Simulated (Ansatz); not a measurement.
`[OH][GeH2][NH][SiH](O)Cl` + `[SH][GeH2][Cl]` → `O[SiH](Cl)[S][GeH2][Cl]` + `[NH2][GeH2][OH]`  (ligand exchange at the Si–N bond)

Gas-phase electronic energies from Ansatz, PBE0-D4/def2-TZVP geometries. CBS: MP2 limit from def2 TZ/QZ plus the TZ coupled-cluster correction, frozen cores. DFT in def2-TZVPP. B3LYP here is the variant with VWN-RPA as its local correlation; programs differ in this. For Ge outer-core shells are correlated without core-valence functions, which leaves a few kJ/mol of doubt a bond. Scalar relativity is left out up to krypton. One conformer a species, not always the lowest.

| level | ΔE (kJ/mol) | difference from CCSD(T)/CBS |
| --- | --- | --- |
| PBE-D4 | 17.4 | -7.9 |
| r2SCAN-D4 | 24.4 | -0.9 |
| PBE0-D4 | 20.2 | -5.1 |
| B3LYP-D4 | 26.9 | 1.6 |
| ωB97X-V | 27.1 | 1.8 |
| PBE | 20.0 | -5.3 |
| r2SCAN | 24.9 | -0.4 |
| PBE0 | 22.6 | -2.7 |
| MP2/def2-TZVPP | 25.5 | 0.2 |
| SCS-MP2/def2-TZVPP | 28.6 | 3.3 |
| CCSD/def2-TZVPP | 33.1 | 7.8 |
| CCSD(T)/def2-TZVPP | 31.2 | 5.9 |
| HF/def2-QZVPP | 36.7 | 11.4 |
| MP2/def2-QZVPP | 22.3 | -3.0 |
| HF/CBS(def2) | 36.8 | 11.5 |
| MP2/CBS(def2) | 19.6 | -5.7 |
| CCSD(T)/CBS | 25.3 | 0 |

Largest T1 diagnostic among the species: 0.011.

In def2-TZVPP, CCSD(T) changes the Hartree–Fock value by −5.1 kJ/mol (the triples alone add −2.0 kJ/mol) and MP2 by −10.8 kJ/mol. The D4 term adds −4.4 kJ/mol with B3LYP and −2.4 kJ/mol with PBE0; it sums over pairs of atoms, weighted by their polarisabilities, and B3LYP, whose exchange is more repulsive, gets the larger term.
